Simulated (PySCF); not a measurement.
Compound: CH9BN2.
Bonds: C1–N2, N2–B3, B3–N4. Hydrogens: H5, H6, H7 on C1; H8, H9 on N2; H10, H11 on B3; H12, H13 on N4.

Computed with PBE0-D3(BJ)/def2-SVP geometry optimisation, gas phase (PySCF).

(1) What internal coordinates does the optimisation give?

## Answers

(1) 
```json
{"bond": "C1–N2", "length (Å)": "1.459"}
{"bond": "N2–B3", "length (Å)": "1.678"}
{"bond": "B3–N4", "length (Å)": "1.493"}
{"bond": "C1–H5, C1–H6, C1–H7", "length (Å)": "1.099"}
{"bond": "N2–H8, N2–H9", "length (Å)": "1.021"}
{"bond": "B3–H10, B3–H11", "length (Å)": "1.234"}
{"bond": "N4–H12, N4–H13", "length (Å)": "1.014"}
```

Bonds in one row agree within 0.01 Å and their mean is given. A selection of angles:
```json
{"angle": "N2–C1–H5", "degrees": "108.7"}
{"angle": "N2–C1–H6", "degrees": "112.5"}
{"angle": "H5–C1–H6", "degrees": "109.6"}
{"angle": "H5–C1–H7", "degrees": "107.7"}
{"angle": "C1–N2–B3", "degrees": "116.0"}
{"angle": "C1–N2–H8", "degrees": "111.9"}
{"angle": "B3–N2–H8", "degrees": "105.3"}
{"angle": "H8–N2–H9", "degrees": "105.3"}
{"angle": "N2–B3–N4", "degrees": "105.2"}
{"angle": "N2–B3–H10", "degrees": "102.5"}
{"angle": "N4–B3–H10", "degrees": "116.1"}
{"angle": "H10–B3–H11", "degrees": "112.9"}
{"angle": "B3–N4–H12", "degrees": "115.0"}
{"angle": "H12–N4–H13", "degrees": "107.8"}
```

Torsions: C1–N2–B3–N4 179° (antiperiplanar).

The B–N distances run from 1.493 Å (B3–N4, drawn single) to 1.678 Å (N2–B3, drawn single), a spread of 0.185 Å. The 4 heavy atoms lie in one plane (0.006 Å rms). B3 (four-coordinate boron) is distorted tetrahedral (angles from 102.4° to 116.1°). N2 (nitrogen bonded to B, C and 2 H) is distorted tetrahedral (angles from 105.3° to 116.0°). N4 (boron-bound nitrogen) is pyramidal (angles 115.4°, 115.0° and 107.8°, sum 338.2°, 0.31 Å off the plane of its three neighbours).

Stationary, but not proved a minimum. The numbers are those of one conformer (C1–N2–B3–N4 179°, N2–B3–N4–H -118° and 115°).
